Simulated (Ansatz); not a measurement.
Cost and result for the atomization energy of `[CH3][AlH][SiH2]S` (11 atoms, 10 bonds).

Cartesian coordinates in Å:
```
C -0.2213 2.1109 1.0477
Al -0.8828 0.4896 0.1857
Si 0.6764 -1.2514 -0.5892
S -0.4960 -2.8332 -1.4541
H 0.8679 2.1686 1.0984
H -0.5846 3.0002 0.5212
H -0.6099 2.1797 2.0699
H -2.4456 0.2777 -0.0200
H 1.5126 -1.7905 0.5251
H 1.6447 -0.7267 -1.5985
H 0.5384 -3.6249 -1.7861
```

The species carries charge 0 and has multiplicity 1. The geometry is a stationary point of PBE0-D4/def2-TZVP. It is one conformer, not always the lowest. Program: Ansatz. All runs use 4 threads of an Arm Neoverse V1 on a shared host. Times are those of one run each, without the atoms' runs, and a repeat can differ threefold. Electronic energies, without spin–orbit coupling; frozen cores. CCSD(T)/CBS adds CCSD(T) − MP2 in def2-TZVPP to the MP2 limit, and its time is that of the two runs behind it. T1 = 0.011. B3LYP takes the VWN-RPA correlation (the form of Gaussian; ORCA's B3LYP/G).

CCSD(T)/CBS is a level of theory with its own doubt, some kJ/mol a heavy atom from the limit and from the frozen cores, so smaller differences don't rank the functionals.

```tsv
level	functions	wall time
PBE-D4/def2-TZVPP (with forces)	255	2.5 s
PBE0-D4/def2-TZVPP	255	3.2 s
B3LYP-D4/def2-TZVPP (with forces)	255	4.8 s
r2SCAN-D4/def2-TZVPP (with forces)	255	4.9 s
B2PLYP/def2-TZVPP	255	5.5 s
ωB97X-V/def2-TZVPP	255	8 s
ωB97M-V/def2-TZVPP (with forces)	255	12 s
MP2/def2-QZVPP	477	19 s
CCSD(T)/def2-TZVPP	255	89 s
CCSD(T)/CBS(def2)	–	110 s
```

What atomization energy does each give, and how far from CCSD(T)/CBS? (Best estimate.)

Computed: 
| level | atomization (kJ/mol) | difference from CCSD(T)/CBS | per bond |
| --- | --- | --- | --- |
| PBE-D4/def2-TZVPP (with forces) | 3402.1 | -6.2 | -0.6 |
| PBE0-D4/def2-TZVPP | 3385.1 | -23.2 | -2.3 |
| B3LYP-D4/def2-TZVPP (with forces) | 3392.8 | -15.5 | -1.5 |
| r2SCAN-D4/def2-TZVPP (with forces) | 3413.8 | 5.5 | 0.6 |
| B2PLYP/def2-TZVPP | 3348.5 | -59.8 | -6.0 |
| ωB97X-V/def2-TZVPP | 3427.8 | 19.5 | 1.9 |
| ωB97M-V/def2-TZVPP (with forces) | 3411.7 | 3.4 | 0.3 |
| MP2/def2-QZVPP | 3367.2 | -41.1 | -4.1 |
| CCSD(T)/def2-TZVPP | 3319.2 | -89.1 | -8.9 |
| CCSD(T)/CBS(def2) | 3408.3 | 0.0 | 0.0 |

From PBE to PBE0 (25 % exact exchange), in def2-TZVPP and without D4, the atomization energy moves by −14.0 kJ/mol: exact exchange takes away binding that semilocal exchange gives to molecules. In def2-TZVPP, CCSD(T) changes the Hartree–Fock value by +757.6 kJ/mol (the triples alone add +37.6 kJ/mol) and MP2 by +753.0 kJ/mol; breaking electron pairs costs correlation energy, which Hartree–Fock lacks. The D4 term adds +36.1 kJ/mol with B3LYP and +19.1 kJ/mol with PBE0; it sums over pairs of atoms, weighted by their polarisabilities, and B3LYP, whose exchange is more repulsive, gets the larger term.
